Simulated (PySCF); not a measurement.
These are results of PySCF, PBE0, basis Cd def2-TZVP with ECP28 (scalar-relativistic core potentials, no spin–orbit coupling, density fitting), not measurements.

```xyz
3
charge 0 multiplicity 1, angstrom
Cd    0.0000    1.9541    0.0000
Cd    1.6923   -0.9770    0.0000
Cd   -1.6923   -0.9770    0.0000
```

Cd₃ (singlet), along the line from Cd1 (at 0) through Cd2 (at 3.385 Å). Core electrons replaced by a potential are absent, the electrostatic potential uses the reduced nuclear charge, and values within about 0.7 Å of such atoms have no physical meaning.

Q: Tabulate the fields along this line at -1.18, -1.02, -0.85, 0.85, 1.02, 1.18, 1.35, 1.52, 1.69, 1.86, 2.03, 2.20, 2.37, 2.54, 4.23, 4.40, 4.57, 4.74, 4.91, 5.08, 5.25, 5.42 Å.

A: 
```csv
distance (Å),electron density (e/Å³),electron localisation function,electrostatic potential (V)
-1.18,0.243,0.25,6.5
-1.02,0.514,0.273,11.7
-0.85,1.3,0.393,22.4
0.85,1.3,0.387,22.4
1.02,0.52,0.258,11.8
1.18,0.257,0.221,6.64
1.35,0.153,0.205,4
1.52,0.109,0.182,2.73
1.69,0.0973,0.17,2.35
1.86,0.109,0.182,2.73
2.03,0.153,0.205,4
2.20,0.257,0.221,6.64
2.37,0.52,0.258,11.8
2.54,1.3,0.387,22.4
4.23,1.3,0.393,22.4
4.40,0.514,0.273,11.7
4.57,0.243,0.25,6.5
4.74,0.129,0.276,3.71
4.91,0.0739,0.335,2.14
5.08,0.0441,0.428,1.25
5.25,0.0269,0.511,0.732
5.42,0.0165,0.534,0.423
```

On a grid of 0.17 Å the density has a local minimum along the bond near 1.69 Å from Cd, at 0.10 e/Å³, where the ELF is 0.17.
